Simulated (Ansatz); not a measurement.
Consider the ligand exchange at the Si–C bond: `CC(F)(F)[SiH3]` + `[OH][In]([F])[F]` → `[F][In]([F])[O][SiH3]` + `CC(F)F`.

Isolated molecules relaxed with PBE0-D4/def2-TZVP in Ansatz; ΔE leaves out vibrations. CBS: MP2 limit from def2 TZ/QZ plus the TZ coupled-cluster correction, frozen cores. DFT in def2-TZVPP. B3LYP here is the variant with VWN-RPA as its local correlation; programs differ in this. HSE06 is defined as in plane-wave codes. def2 core potentials past Kr. For In outer-core shells are correlated without core-valence functions, which leaves a few kJ/mol of doubt a bond. Each species was taken in one conformer, which may not be the lowest.

`CC(F)(F)[SiH3]`:

Z-matrix (Å, degrees):
```
C
C 1 1.502
H 1 1.091 2 110.2
H 1 1.091 2 110.2 3 -120.3
H 1 1.092 2 109.1 3 119.8
F 2 1.376 1 108.7 3 -62.5
F 2 1.376 1 108.7 3 -177.2
Si 2 1.925 1 116.7 3 60.2
H 8 1.484 2 108.4 1 59.6
H 8 1.484 2 108.4 1 -59.6
H 8 1.481 2 108.6 1 -180.0
```

`[OH][In]([F])[F]`:

Z-matrix (Å, degrees):
```
In
O 1 1.954
F 1 1.935 2 121.1
F 1 1.922 2 123.4 3 -180.0
H 2 0.962 1 111.3 3 -0.0
```

`[F][In]([F])[O][SiH3]`:

```xyz
8

F    -1.269   -2.183   -1.366
In    0.136   -1.824   -0.095
F     1.102   -3.342    0.576
O     0.558   -0.019    0.484
Si   -0.007    1.492    0.168
H    -1.469    1.578    0.432
H     0.236    1.860   -1.253
H     0.714    2.438    1.055
```

`CC(F)F`:

```xyz
8

C    -0.078    0.406   -0.668
C     0.145   -0.354    0.603
F    -0.272   -1.641    0.463
F    -0.583    0.193    1.614
H    -1.139    0.384   -0.921
H     0.495   -0.048   -1.477
H     0.241    1.441   -0.542
H     1.191   -0.380    0.928
```

```tsv
level	ΔE (kJ/mol)	difference from CCSD(T)/CBS
LDA (SPW92)	-106.6	25.1
PBE-D4	-107.8	23.9
revPBE-D4	-104.4	27.3
BLYP-D4	-114.9	16.8
r2SCAN-D4	-124.1	7.6
B97M-V	-132.3	-0.6
PBE0-D4	-121.2	10.5
r2SCANh-D4	-127.5	4.2
r2SCAN0-D4	-132.2	-0.5
HSE06-D4	-121.3	10.4
BHLYP-D4	-142.8	-11.1
CAM-B3LYP-D4	-131.5	0.2
ωB97X-V	-127.4	4.3
ωB97M-V	-126.1	5.6
B2PLYP	-134.2	-2.5
PBE-QIDH	-135.0	-3.3
revPBE	-111.7	20.0
BLYP	-120.3	11.4
r2SCAN	-124.8	6.9
PBE0	-123.1	8.6
B3LYP	-129.9	1.8
r2SCANh	-128.1	3.6
r2SCAN0	-132.9	-1.2
HSE06	-123.0	8.7
BHLYP	-144.2	-12.5
CAM-B3LYP	-133.3	-1.6
LC-ωPBE	-127.1	4.6
RPA@PBE/def2-TZVPP	-130.9	0.8
HF/def2-SVP	-161.2	-29.5
CCSD/def2-SVP	-138.0	-6.3
CCSD(T)/def2-SVP	-134.4	-2.7
HF/def2-TZVPP	-164.3	-32.6
MP2/def2-TZVPP	-138.1	-6.4
SCS-MP2/def2-TZVPP	-141.7	-10.0
CCSD/def2-TZVPP	-138.7	-7.0
CCSD(T)/def2-TZVPP	-134.1	-2.4
HF/def2-QZVPP	-166.5	-34.8
MP2/def2-QZVPP	-137.5	-5.8
SCS-MP2/def2-QZVPP	-141.1	-9.4
MP2/CBS(def2)	-135.7	-4.0
CCSD(T)/CBS	-131.7	0
```

Largest T1 diagnostic among the species: 0.018.

The D4 term adds +3.7 kJ/mol with B3LYP and +1.9 kJ/mol with PBE0; it sums over pairs of atoms, weighted by their polarisabilities, and B3LYP, whose exchange is more repulsive, gets the larger term. In def2-TZVPP, CCSD(T) changes the Hartree–Fock value by +30.2 kJ/mol (the triples alone add +4.6 kJ/mol) and MP2 by +26.2 kJ/mol.

CCSD(T)/CBS has its own doubt, a few kJ/mol and more with outer-core shells, so smaller differences from it don't rank the levels.
